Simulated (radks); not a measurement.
Coulomb parameter of the 4f shell of the ytterbium ion Yb+ in the model configuration [Xe] 4f12 5d2 6s1, as a second difference U = [E(n + 0.25) + E(n - 0.25) - 2 E(n)] / (0.25)^2 with all orbitals relaxed. "Bare": the charge of the atom changes with n. "Screened": the 5d shell takes up the change at fixed total charge, which measures U(4f,4f) + U(5d,5d) - 2 U(4f,5d). Method: scalar-relativistic Kohn-Sham, PBE, spin-unpolarised, spherical densities, point nucleus; computed with a radial shooting solver on a logarithmic mesh with Libxc functionals.

case                      configuration  E - E(n) (eV)
start                 [Xe] 4f12 5d2 6s1          0.000
bare +0.25         [Xe] 4f12.25 5d2 6s1         -5.363
bare -0.25         [Xe] 4f11.75 5d2 6s1          6.445
screened +0.25  [Xe] 4f12.25 5d1.75 6s1         -3.363
screened -0.25  [Xe] 4f11.75 5d2.25 6s1          3.751

U(bare) = 17.307 eV, U(screened by 5d) = 6.209 eV, against the Slater integral F0(4f,4f) = 35.917 eV with frozen orbitals.
